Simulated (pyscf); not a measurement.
**`[SiH2]=[S]`, singlet**

Gas-phase minimum from PySCF at ωB97X-D3(BJ)/def2-SVP, one conformer. 

```xyz
4

Si     0.6314    -0.2839     0.2657
S      1.7683     0.9538    -0.6979
H      0.8235    -0.6987     1.6820
H     -0.5661    -0.9638    -0.2988
```

Bonds (Å): Si1–S2 1.937, Si1–H3 1.488, Si1–H4 1.488. Bond angles (°): S2–Si1–H3 125.1, S2–Si1–H4 125.1, H3–Si1–H4 109.7.

Properties at ωB97X-D3(BJ)/def2-SVP:

```
Quantity                                                                                                                                              Value
---------------------------------------------------------------------------------------------------------------------  ------------------------------------
Harmonic wavenumbers, unscaled                                                                                         643, 670, 768, 1031, 2269, 2271 cm⁻¹
Zero-point energy                                                                                                                             10.9 kcal/mol
Rotational symmetry number                                                                                                                                2
Entropy of this conformer at 298 K and 1 atm, rigid rotor and harmonic oscillator, modes under 100 cm⁻¹ raised to 100                       246.6 J/(mol K)
Dipole moment                                                                                                                                        2.80 D
```

Single-point totals, which compare only within one level (frozen core for MP2 and CC):

```tsv
level	total energy (hartree)
ωB97X-D3(BJ)/def2-TZVP	-688.93741
PBE/def2-TZVP	-688.58137
r²SCAN/def2-TZVP	-688.84874
B3LYP-D3(BJ)/def2-TZVP	-688.95042
PBE0-D3(BJ)/def2-TZVP	-688.64243
M06-2X/def2-TZVP	-688.86084
ωB97M-D3(BJ)/def2-TZVP	-688.99296
HF/def2-TZVPP	-687.64985
MP2/def2-TZVPP	-687.93656
CCSD/def2-TZVPP	-687.96662
CCSD(T)/def2-TZVPP	-687.98243
```

The CCSD(T) − MP2 part came from Ansatz, without density fitting, on the same reference.
